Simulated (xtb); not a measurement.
C2H6GeO3, SMILES C[C](=O)[GeH]([OH])[OH]. All values are semi-empirical tight-binding results from xtb (GFN2-xTB unless named), good for trends rather than for accurate numbers. Geometry optimised at GFN2-xTB. The structure was generated by enumeration, and PubChem lists no compound with its InChIKey, so it may never have been made. The values are those of a single conformer.

For metal compounds this method's bond lengths and energies can be far off.

Computed properties:
* **orbital gap**: 3.05 eV
* **zero-point energy**: 48.2 kcal/mol
* **G − E(el) at 298.15 K (modified RRHO)**: 26.6 kcal/mol
